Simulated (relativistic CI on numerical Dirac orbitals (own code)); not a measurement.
What each ingredient does to the levels of Mn

Base calculation: Dirac-Coulomb-Breit CI, KLI orbitals optimised for each configuration, model QED, valence Slater integrals scaled by 0.85, P86 correlation energy added to each configuration.

CI space (outside the closed core [Ar]): 3d5 4s2, 3d6 4s, 3d5 4s 4p, 3d6 4p, 3d7, 3d5 4s 4d, 3d6 5s, 3d5 4s 5s, 3d6 5p, 3d5 4s 5p, 3d4 4s2 4p, 3d5 4p2, 3d4 4p3. Double excitations out of closed p, d and f shells are left out; levels of such configurations are missing from the list, as are those of other unlisted configurations, and high levels can miss mixing partners.

Variants: (1) no correlation estimate; (2) valence Slater integrals scaled by 0.75; (3) Breit term removed; (4) one mean potential for all configurations. Shifts of the energy above 3d5 4s2 6S_5/2, in cm⁻¹, for the lowest level and the first level of each name with at least 55 % of one term (blank where a level changes its place among those of its configuration and J or its character, or is not in the variant):

```
            Level     Base     Δ(1)     Δ(2)    Δ(3)     Δ(4)  Measured
   3d5 4s2 6S_5/2      0.0      0.0      0.0     0.0      0.0       0.0
3d5 4s 4p 8P°_5/2  14002.9  -1104.1   +593.7    +1.2  +2046.9   18402.5
3d5 4s 4p 8P°_7/2  14119.3  -1104.5   +583.1    +6.7  +2063.2   18531.6
3d5 4s 4p 8P°_9/2  14273.1  -1104.9   +569.4   +11.9  +2085.1   18705.4
3d5 4s 4p 6P°_3/2  21758.6  -1101.1   -260.3    +4.5  +2811.0          
3d5 4s 4p 6P°_5/2  21786.8  -1101.0   -264.0    +7.7  +2810.4          
3d5 4s 4p 6P°_7/2  21829.8  -1100.9   -268.7   +12.0  +2811.6          
    3d6 4s 6D_9/2  23815.0  +2240.9  -2530.1   +73.9  -3772.6   17052.3
    3d6 4s 6D_7/2  24037.4  +2239.1  -2528.5   +83.3  -3819.4   17282.0
    3d6 4s 6D_5/2  24203.0  +2237.7  -2527.9   +91.2  -3853.7   17451.5
    3d6 4s 6D_3/2  24317.9  +2236.6  -2527.7   +97.2  -3877.3   17568.5
    3d6 4s 6D_1/2  24385.6  +2236.0  -2527.6  +100.8  -3891.2   17637.2
  3d5 4s2 4G_11/2  25017.5    +19.3  -2942.9   +73.5   -875.9          
   3d5 4s2 4G_5/2  25035.3    +19.5  -2939.3   -13.4   -888.1          
   3d5 4s2 4G_9/2  25036.4    +19.4  -2940.0   +40.9   -877.8          
   3d5 4s2 4G_7/2  25039.9    +19.4  -2939.1   +11.4   -882.5          
   3d5 4s2 4P_5/2  28539.2    +65.7  -3364.7   -39.0   -856.9          
   3d5 4s2 4P_3/2  28585.8    +60.7  -3360.5   -33.4   -866.6          
   3d5 4s2 4P_1/2  28639.6    +53.4  -3356.2   -19.6   -901.8          
3d5 4s 4p 4P°_5/2  28744.4  -1105.1  -1015.2    +8.1  +3357.9   31001.2
3d5 4s 4p 4P°_3/2  28787.1  -1106.3  -1018.4    +5.6  +3375.3   31076.4
3d5 4s 4p 4P°_1/2  28815.2  -1107.1  -1019.9    +5.1  +3387.6   31125.0
```

For a near-neutral ion this model can misplace configurations by up to about 10,000 cm⁻¹ (more where the count of f electrons changes) and terms by 10 to 25 % of their spread. Rates follow the energies as ν³ (E1, M1) or ν⁵ (E2), so they and the lifetimes can be off by large factors. The fine structure of a lone outer electron comes out too small, for d and f at times inverted, and misplaced configurations move strength between like terms. 24 of the 35 excited levels that our extract of the measured tables holds in this range could be paired (the sources list more); they are missed by 5495 cm⁻¹ on average and 9481 at most, and levels without a partner can miss by more.

Measured levels: NIST Handbook of Basic Atomic Spectroscopic Data (Sansonetti and Martin, J. Phys. Chem. Ref. Data 34, 1559 (2005)).

Ionisation energy from the two ground configurations alone: base 6.589 eV; no correlation estimate 5.789 eV; valence Slater integrals scaled by 0.75 6.678 eV; Breit term removed 6.592 eV. The NIST ASD value (measured) is 7.43404 eV. The gap of more than 2 % comes from missing correlation.

LS names give the leading component of a level, which can be under half, so a name can repeat, a term be missing and a line seem to break the LS rules.
